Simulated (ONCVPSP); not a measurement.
## Varying the ONCV potential for boron

Base potential:

B (Z = 5), optimised norm-conserving Vanderbilt (ONCV), made with ONCVPSP 4.0.1 (BLYP, scalar-relativistic). Core [He], reference 2s1 (charge +2). Waves: 2s: rc 1.30 bohr, ncon 3, nbas 6, qcut 5.4 1/bohr, 3 projectors, debl 1.1 Ha; p scattering state at 0.07 Ha: rc 1.35 bohr, ncon 4, nbas 8, qcut 4.9 1/bohr, 1 projector; d scattering state at 0.28 Ha: rc 1.10 bohr, ncon 4, nbas 8, qcut 7.5 1/bohr, 3 projectors, debl 3.5 Ha. Local part: polynomial inside 1.00 bohr (lpopt 3, dvloc0 -1 Ha). Core correction: polynomial model core, fcfact 0.65.

In the s channel the program set the typed energies aside and used -1.156, 0.250, 1.350 Ha. In the p channel the program set the typed energies aside and used 0.050 Ha.

All-electron outer shells of the reference configuration (BLYP, scalar-relativistic, ld1.x):

```tsv
shell	level (eV)	outermost node (bohr)	outermost maximum (bohr)
1s	-211.70	–	0.21
2s	-31.46	0.45	1.35
```

Cutoffs, loose and tight: the cutoffs (Ha) at which the residual kinetic energy of the hardest occupied pseudo-wave falls to 1 and 0.1 mHa per electron. They do not see the model core or the augmentation charge, which bear on the density cutoff. Test errors are all-electron minus pseudo excitation energies from the reference, over the configurations 2s2 2p1; 2s2; 2s2 2p0.5; 2s0 2p3. A dash means not determined; rows that change the core or the reference have their own tests.

For the base: The cutoffs count occupied waves only; projector 1 of the p channel, the hardest unoccupied one, needs 57 Ha at the loose tolerance.

A true bound ghost makes a file unfit for plane-wave use even where its test errors are small: the radial tests pick states by their node count and pass the ghost by.

```csv
change,outcome,"cutoff, loose","cutoff, tight",bound ghosts,GHOST(+) flags above zero,largest test error (meV)
base,"generated, projector energies reset by the program",13 Ha,27 Ha,none,s,-137
s: qcut 3.3,"generated, projector energies reset by the program",44 Ha,73 Ha,s,none,-101
s: qcut 3.6,"generated, projector energies reset by the program",42 Ha,67 Ha,s,none,-108
s: qcut 4.3,"generated, projector energies reset by the program",22 Ha,53 Ha,s,none,-120
s: qcut 4.8,"generated, projector energies reset by the program",12 Ha,47 Ha,s,none,-130
s: qcut 5.5,"generated, projector energies reset by the program",13 Ha,25 Ha,none,s,-139
s: qcut 5.8,"generated, projector energies reset by the program",13 Ha,18 Ha,none,s,-141
s: qcut 6.3,"generated, projector energies reset by the program",14 Ha,18 Ha,none,s,-145
s: qcut 7,"generated, projector energies reset by the program",15 Ha,19 Ha,s,none,-150
s: qcut 7.5,"generated, projector energies reset by the program",16 Ha,20 Ha,s,none,-152
s: qcut 8.1,"generated, projector energies reset by the program",16 Ha,21 Ha,s,none,-153
```

Reading the sweep of the qcut of the s channel (base included, trends over the rows without a ghost): The loose cutoff stays near 13 Ha. The median size of the test errors (rows with all tests solved) stays near 23.8 meV. Bound ghosts are found at 3.3, 3.6, 4.3, 4.8, 7, 7.5, 8.1 1/bohr.
